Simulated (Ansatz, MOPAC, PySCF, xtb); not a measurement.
Complex: HF (SMILES F) (first 2 atoms) with SiH4 (SMILES [SiH4]); geometry from B3LYP-D3(BJ)/def2-TZVP, rigid monomers moved along the line of their centres of mass till H2···H4 is 3.12 Å.
(charge 0, multiplicity 1):
```xyz
7

F     -0.2022    -0.4294    -0.4678
H     -0.1008    -0.7705     0.3912
Si     0.0244     0.3655     4.4474
H      0.1101    -0.7867     3.5067
H      1.1121     1.3137     4.1327
H      0.1780    -0.1667     5.8175
H     -1.2940     1.0108     4.2847
```

Interaction energies are E(AB) − E(A) − E(B) at the monomers' geometry in the complex; basis-set methods are counterpoise corrected. Rows marked so take none.

Correlated levels freeze the cores. CBS: X⁻³ extrapolation of the correlation energy, Hartree–Fock from the larger set. Rows in STO-3G carry no dispersion term and start afresh at each structure. The state that PM7 reach isn't checked; PM7 holds dispersion and hydrogen-bond terms.

Codes used: Ansatz (a program for electronic structure) with Gaussian orbitals; MOPAC for PM7 (differences of heats of formation); PySCF for STO-3G rows, the dispersion terms; xtb for the GFN methods. Each number belongs to the level named beside it.

| level | interaction energy (meV) |
|---|---|
| PM7 | -6.0 |
| GFN2-xTB | -22.6 |
| HF/STO-3G (no counterpoise) | -4.2 |
| PBE-D4/def2-TZVPPD | -16.8 |
| B3LYP/def2-TZVPPD | -8.6 |
| B3LYP-D3(BJ)/def2-TZVPPD | -17.5 |
| PBE0/def2-TZVPPD | -13.3 |
| CCSD/aug-cc-pV(D+d)Z | -14.7 |
| CCSD(T)/CBS(aug-cc-pV(D+d)Z, aug-cc-pV(T+d)Z) | … |

Question: Fill in the missing entries.

Answer: 
- CCSD(T)/CBS(aug-cc-pV(D+d)Z, aug-cc-pV(T+d)Z), interaction energy (meV): -16.0
